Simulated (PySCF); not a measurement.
A structure optimised at B3LYP-D3(BJ)/def2-SVP, used in a PySCF frequency run:

```xyz
11

C     -2.2275     0.1507     0.1989
C     -1.0361     0.3088    -0.3901
F     -0.9619     0.8993    -1.6005
C      0.2274    -0.0927     0.1360
C      1.3071    -0.4318     0.5772
C      2.6004    -0.8384     1.1069
H     -2.2949    -0.3254     1.1763
H     -3.1355     0.4977    -0.2970
H      2.7141    -1.9349     1.0837
H      2.7232    -0.5087     2.1517
H      3.4216    -0.4015     0.5159
```
Charge 0, spin multiplicity 1.

**Question.** Write its SMILES and formula.

**Answer.** C=C(F)C#CC, C₅H₅F

**Question.** What are its rotational constants (standard atomic weights)?

**Answer.** 10.028, 1.7169, 1.4796 GHz
